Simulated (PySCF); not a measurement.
**`[SiH2]1O[Si@H](O[SiH3])P1`, H7O2PSi3**

Cartesian coordinates in Å; atom numbers follow the order of the lines, from 1:
```xyz
13

Si    2.515    0.507   -0.309
O     1.388   -0.443    0.392
Si   -0.167   -0.819    0.513
O    -1.067    0.538    0.782
Si   -2.141    0.636   -0.469
P    -1.201   -1.171   -1.463
H     3.731    0.050    0.357
H     2.506    0.239   -1.746
H     2.199    1.906   -0.028
H    -0.307   -1.692    1.660
H    -1.889    1.890   -1.162
H    -3.465    0.465    0.112
H    -2.107   -2.105   -0.990
```

Level of theory: TDDFT PBE0/def2-SVPD circular dichroism and optical rotation, one conformer, gas phase in PySCF 2.14.0. Geometry: GFN2-xTB.

The molecule is flexible and this is one conformer; a measurement averages over conformers. States above about 7.3 eV lie in this functional's continuum (it starts at minus the energy of the highest occupied orbital, well below the true ionisation energy for most functionals) and depend on the basis. Singlets 13 and 14 lie within 0.01 eV of each other, so their separate moments and overlaps can depend on how they mix.

(1) What are the CIP labels of the stereocentres?

(2) Which excitations and rotatory strengths does the calculation give?

Answers

(1) Si3 S.

(2) Rotatory strengths R in 10⁻⁴⁰ esu² cm², velocity form and length form (origin at the centre of mass); f in length form.
```
state  E (eV)  λ (nm)      f  R (velocity)  R (length)                                    main
    1    5.10     243  0.010          +7.2        +6.6                          HOMO→LUMO 0.99
    2    5.91     210  0.002          -6.6        -7.6      HOMO→LUMO+1 0.53, HOMO−1→LUMO 0.31
    3    6.07     204  0.035         -25.3       -25.1      HOMO−1→LUMO 0.41, HOMO→LUMO+1 0.38
    4    6.45     192  0.128         -84.5       -87.8      HOMO→LUMO+2 0.70, HOMO−1→LUMO 0.23
    5    6.62     187  0.013         -11.9       -11.2                        HOMO→LUMO+3 0.84
    6    6.74     184  0.007         -11.8       -11.6    HOMO−1→LUMO+1 0.53, HOMO→LUMO+4 0.35
    7    6.84     181  0.006          -2.1        -2.9      HOMO−2→LUMO 0.77, HOMO→LUMO+4 0.09
    8    6.90     180  0.083         -15.8       -11.5    HOMO−1→LUMO+1 0.37, HOMO→LUMO+4 0.31
    9    7.36     169  0.010          +1.1        +2.0    HOMO−1→LUMO+3 0.54, HOMO−3→LUMO 0.15
   10    7.38     168  0.015          -9.1       -10.7      HOMO−3→LUMO 0.55, HOMO→LUMO+6 0.13
   11    7.40     168  0.011         +35.3       +33.3    HOMO→LUMO+5 0.36, HOMO−1→LUMO+3 0.19
   12    7.46     166  0.076         +49.4       +47.2    HOMO−1→LUMO+2 0.46, HOMO→LUMO+6 0.16
   13    7.55     164  0.008         +48.8       +47.9    HOMO−4→LUMO 0.32, HOMO−2→LUMO+1 0.17
   14    7.55     164  0.012         -22.2       -20.8    HOMO→LUMO+5 0.25, HOMO−1→LUMO+4 0.17
   15    7.62     163  0.023         -24.7       -22.5  HOMO−1→LUMO+4 0.51, HOMO−2→LUMO+1 0.14
   16    7.66     162  0.020         -44.0       -43.3    HOMO−2→LUMO+1 0.42, HOMO−4→LUMO 0.16
```

Among the states computed, the strongest CD band (largest |R|) is state 4. The largest dissymmetry factor in size, g = 4R/(D+G), with D and G the electric and magnetic dipole strengths, is +0.067 for state 13 (velocity form, f = 0.008), among bands with |R| over 0.5. The mirror image has the same energies and oscillator strengths and all R with the opposite sign.
